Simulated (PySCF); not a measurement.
Non-relativistic, gas phase, single conformer, fast rotation and ring inversion assumed for equivalent nuclei. GIAO PBE0/pcSseg-1 shieldings; PBE0-D3(BJ)/def2-SVP geometry; PySCF.

References, each an isolated molecule treated in the same way: $^{1}$H (31.27 ppm) and $^{13}$C (184.41 ppm) vs TMS. Shifts are as computed. Against solution values, carbons near 30 ppm lie about +2 ppm off and those near 130 ppm about +5 ppm; carbons on Cl a further +5 ppm. Of 1211 compounds with measured shifts, 218 miss one by over three times the rms of a fit or turn the order of signals round; such compounds aren't used in these exercises. Carbons bonded to Cl come out too deshielded. OH and NH positions are gas-phase values without hydrogen bonding to other molecules.

(1) Order these molecules by the shift of their most shielded carbon, lowest δ first.
A. [SiH3]NC1CC1
B. CC(C)O[SiH2]N
C. Cn1nccn1

(2) Order these molecules by the shift of their most deshielded carbon, lowest δ first.
A. CC(C)O[SiH2]N
B. Cn1nccn1
C. [SiH3]NC1CC1

(3) How many $^{13}$C and $^{1}$H signals does each give (equivalence by symmetry and fast rotation, but not about amide C–N or C=N bonds)? `[SiH3]NC1CC1`, `Cn1nccn1`, `CC(C)O[SiH2]N`, `ClC1(Cl)CC1`

## Answers

(1) A (10.6 ppm, three-membered-ring carbon), B (27.6 ppm, methyl carbon), C (41.4 ppm, methyl carbon bonded to N).

(2) C (26.1 ppm, three-membered-ring carbon), A (68.8 ppm, sp3 CH bonded to O), B (137.8 ppm, aromatic CH next to a ring nitrogen).

(3) [SiH3]NC1CC1: 2 C, 5 H; Cn1nccn1: 2 C, 2 H; CC(C)O[SiH2]N: 2 C, 4 H; ClC1(Cl)CC1: 2 C, 1 H.
